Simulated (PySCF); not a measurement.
CH3BFI, SMILES CB(F)I.

Geometry optimised at B3LYP-D3(BJ)/def2-SVP. The def2 effective core potentials stand for the cores of I; spin–orbit coupling is left out.

These are B3LYP-D3(BJ)/def2-SVP (PySCF) values and carry that method's errors.

Frequencies are harmonic and unscaled.

| mode | ν (cm⁻¹) | IR (km/mol) | moving atoms (share of kinetic energy) |
|---|---|---|---|
| 1 | 32 | 0.3 | H 96 % |
| 2 | 239 | 0.6 | C 40 %, H 26 %, F 16 %, B 11 % |
| 3 | 286 | 0.4 | F 65 %, I 20 % |
| 4 | 400 | 2.0 | B 58 %, H 34 % |
| 5 | 503 | 46.9 | B 29 %, C 27 %, H 21 %, F 20 % |
| 6 | 830 | 18.3 | H 53 %, C 22 %, B 19 % |
| 7 | 860 | 10.8 | H 56 %, C 23 %, B 11 %, F 9 % |
| 8 | 1036 | 310.6 | B 57 %, H 27 %, C 15 % |
| 9 | 1298 | 95.8 | H 58 %, B 20 %, C 12 %, F 9 % |
| 10 | 1368 | 218.2 | B 41 %, H 32 %, C 14 %, F 13 % |
| 11 | 1423 | 10.5 | H 92 % |
| 12 | 1439 | 27.3 | H 83 %, B 9 % |
| 13 | 3025 | 1.0 | H 96 % |
| 14 | 3103 | 4.4 | H 91 %, C 9 % |
| 15 | 3143 | 4.9 | H 91 %, C 9 % |
